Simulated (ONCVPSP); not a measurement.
# P: from the effect back to the setting (ONCV)

Base potential:

P (Z = 15), optimised norm-conserving Vanderbilt (ONCV), made with ONCVPSP 4.0.1 (PBEsol, scalar-relativistic). Core [Ne], reference 3s2 3p3. Waves: 3s: rc 1.45 bohr, ncon 4, nbas 9, qcut 5.2 1/bohr, local; 3p: rc 1.45 bohr, ncon 4, nbas 8, qcut 6.4 1/bohr, 2 projectors, debl 1.3 Ha; d scattering state at 0.04 Ha: rc 1.55 bohr, ncon 3, nbas 6, qcut 6.3 1/bohr, 2 projectors, debl 3.3 Ha. Local part: the s channel. Core correction: polynomial model core, fcfact 0.35.

Cutoffs, loose and tight: the cutoffs (Ha) at which the residual kinetic energy of the hardest occupied pseudo-wave falls to 1 and 0.1 mHa per electron. They do not see the model core or the augmentation charge, which bear on the density cutoff. Test errors are all-electron minus pseudo excitation energies from the reference, over the configurations 3s2 3p2; 3s2 3p1; 3s2 3p0; 3s1 3p0; variants that change the core or the reference have their own tests.

Only the scale of all radii but the core radius (base = 1) is moved (1 further runs of the sweep failed or gave no value and are left out):

```tsv
scale of all radii but the core radius (base = 1)	cutoff, loose	cutoff, tight	bound ghosts	largest test error (meV)	median size of the test errors
0.85	42 Ha	141 Ha	p	+121	32.0 meV
0.94	10 Ha	64 Ha	p	+136	33.7 meV
1.03	11 Ha	14 Ha	none	+155	37.4 meV
1.12	10 Ha	13 Ha	none	+164	41.1 meV
1.16	10 Ha	13 Ha	none	+168	43.8 meV
1.27	9.7 Ha	13 Ha	none	+173	51.3 meV
1.33	9.4 Ha	13 Ha	none	+174	55.5 meV
```

One more run gave cutoff, loose: 10 Ha; cutoff, tight: 20 Ha; bound ghosts: none; largest test error (meV): +144; median size of the test errors: 35.0 meV. Which value of the scale of all radii but the core radius (base = 1) was used?

0.98. The median size of the test errors moves one way along this sweep, from 32.0 meV at 0.85 to 55.5 meV at 1.33, which places the run between 0.94 and 1.03.
